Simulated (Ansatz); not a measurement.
System: CdF$_{2}$ (charge 0, singlet). SMILES: [F][Cd][F]
Geometry: optimised at B3LYP-D3(BJ)/def2-TZVP (Ansatz, a quantum-chemistry and plane-wave program).

Wanted: vertical ionisation energy to the doublet, in eV. Conventions: LANL2DZ with its own core potentials from Na on; UHF or UKS for open shells; def2 sets with scalar-relativistic core potentials past Kr; valence correlation only (noble-gas shells and the d and f shells of earlier blocks); STO-3G and 3-21G all-electron and non-relativistic; 6-31G* and kin with 6d, 5d where marked; spin-orbit terms left out; no dispersion term unless named; each state is the SCF solution reached for its charge and spin. Ab initio and DFT rows: single points at B3LYP-D3(BJ) geometries (Ansatz).

```json
[
 {"level": "HF/6-31G* with LANL2DZ past Ar", "program": "Ansatz", "vertical ionisation energy to the doublet (eV)": "11.14"},
 {"level": "PBE/6-31G* with LANL2DZ past Ar", "program": "Ansatz", "vertical ionisation energy to the doublet (eV)": "11.27"},
 {"level": "B3LYP/STO-3G", "program": "Ansatz", "vertical ionisation energy to the doublet (eV)": "6.71"},
 {"level": "B3LYP/3-21G", "program": "Ansatz", "vertical ionisation energy to the doublet (eV)": "11.13"},
 {"level": "B3LYP/6-31G* with LANL2DZ past Ar", "program": "Ansatz", "vertical ionisation energy to the doublet (eV)": "11.82"},
 {"level": "MP2/6-31G* with LANL2DZ past Ar", "program": "Ansatz", "vertical ionisation energy to the doublet (eV)": "12.90"},
 {"level": "wB97X-V/def2-TZVPD", "program": "Ansatz", "vertical ionisation energy to the doublet (eV)": "13.14"}
]
```

No value to compare with is used here. The 6 habitual levels span 6.71 (B3LYP/STO-3G) to 12.90 eV (MP2/6-31G* with LANL2DZ past Ar); wB97X-V/def2-TZVPD gives 13.14.

The levels are drawn from those run, B3LYP/6-31G* more often than the rest, none by its result; left out are runs that failed, that the program found above a lower state of the same kind, or whose <S^2> lies over 0.5 above the pure value.
